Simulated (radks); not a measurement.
Problem. Os+, configuration [Xe] 4f14 5d6 6s1 (the NIST ground configuration). Calculated with a radial shooting solver on a logarithmic mesh with Libxc functionals: scalar-relativistic Kohn-Sham, PBEsol, spin-polarised, spherical densities, point nucleus; open shells are filled with parallel spins first (spin-orbit coupling, left out, can overturn this in heavy ions); hard spherical wall at 10 bohr. Some entries of the table are withheld. Estimate them.

orbital  occ.  eigenvalue (eV)  <r^2> (bohr^2)  <r> (bohr)
1s up       1        -73861.85       0.0004334     0.01773
1s down     1        -73861.84       0.0004334     0.01773
2s up       1        -12870.43        0.006643     0.07490
2s down     1        -12870.21        0.006643     0.07490
2p up       3        -11208.12        0.005534     0.06729
2p down     3        -11207.94        0.005533     0.06729
3s up       1        -3000.859         0.04301      0.1939
3s down     1        -3000.768         0.04301      0.1939
3p up       3        -2512.890         0.04391      0.1946
3p down     3        -2512.790         0.04390      0.1946
3d up       5        -1967.888         0.03638      0.1762
3d down     5        -1967.726         0.03638      0.1762
4s up       1        -639.1428          0.2106      0.4319
4s down     1        -638.9220          0.2106      0.4319
4p up       3        -479.0979          0.2402      0.4596
4p down     3        -478.8844          0.2401      0.4595
4d up       5        -280.5410          0.2771      0.4892
4d down     5        -280.2872          0.2768      0.4890
5s up       1        -100.1972           1.142       1.009
5s down     1         -98.4281           1.129       1.003
4f up       7         -59.9505          0.3849      0.5580
5p up       3         -59.7237           1.560       1.174
4f down     7         -59.5222          0.3798      0.5552
5p down     3         -57.4265           1.534       1.164
5d up       5         -15.2388           3.606       1.747
6s up       1         -14.0509           8.314       2.716
5d down     1         -12.2418           3.709       1.761
6s down     0         -11.4469           9.176       2.845
6p up       0          -7.5883             (1)         (2)
6p down     0          -5.7902             (3)         (4)
7s up       0          -2.9355           35.45       5.700
7s down     0          -2.0200           37.24       5.834
5f up       0              (5)           36.35       5.825
5f down     0              (6)           39.31       6.088

Solution. 
(1) 6p up <r^2> (bohr^2): 14.36
(2) 6p up <r> (bohr): 3.563
(3) 6p down <r^2> (bohr^2): 16.78
(4) 6p down <r> (bohr): 3.852
(5) 5f up eigenvalue (eV): 0.6687
(6) 5f down eigenvalue (eV): 1.4300
